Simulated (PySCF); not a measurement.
Sn²³⁺: ionisation energy

Sn²³⁺ [Ar] 3d9 (2D) → Sn²⁴⁺ [Ar] 3d8 (3F), as a difference of total energies. Computed with PySCF 2.14 in an even-tempered Gaussian basis (17 s from 2.5 bohr⁻², ratio 2.5; 11 p from 3.2 bohr⁻², ratio 2.5; 8 d from 3.2 bohr⁻², ratio 2.5; 4 f from 17 bohr⁻², ratio 2.7; 3 g from 25 bohr⁻², ratio 2.7), with the non-relativistic Hamiltonian (point nucleus). Correlated levels: outer shells: [Ne] frozen; virtual orbitals above 40 to 60 times the deepest correlated orbital energy dropped. The calculations carry no spin-orbit coupling.

```json
{"method": "UHF", "ionisation energy (eV)": "1201.7"}
{"method": "LDA", "ionisation energy (eV)": "1203.5"}
{"method": "PBE", "ionisation energy (eV)": "1202.3"}
{"method": "PBE0", "ionisation energy (eV)": "1202.8"}
{"method": "r2SCAN", "ionisation energy (eV)": "1201.9"}
{"method": "PBEsol", "ionisation energy (eV)": "1202.6"}
{"method": "M06-2X", "ionisation energy (eV)": "1204.2"}
{"method": "MP2 (outer shells)", "ionisation energy (eV)": "1203.5"}
{"method": "SCS-MP2 (outer shells)", "ionisation energy (eV)": "1203.3"}
```

A first-order spin-orbit estimate (lowest level to lowest level, LS coupling) adds -1.921 eV.

All relativistic terms are absent from these numbers, so their closeness to the reference says little about the methods.

For comparison: 1195 ± 4 eV (theoretical estimate listed by NIST; NIST Atomic Spectra Database, ionization energies).
